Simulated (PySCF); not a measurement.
A structure optimised at PBE-D3(BJ)/def2-SVP, used in a PySCF frequency run:

```
S
H 1 1.3719
C 1 1.8196 2 99.14
H 3 1.1055 1 111.07 2 -52.46
H 3 1.1069 4 111.53 1 118.32
H 3 1.1072 4 111.64 5 122.80
C 1 1.8196 2 99.14 3 -106.24
H 7 1.1055 1 111.07 2 52.46
H 7 1.1069 8 111.53 1 -118.32
H 7 1.1072 8 111.64 9 -122.80
```
Charge +1, spin multiplicity 1.

### Question
Write its SMILES, formula and point group.

### Answer
C[SH+]C, C2H7S, Cs

### Question
What are its rotational constants (standard atomic weights)?

### Answer
17.411, 6.8653, 5.4582 GHz
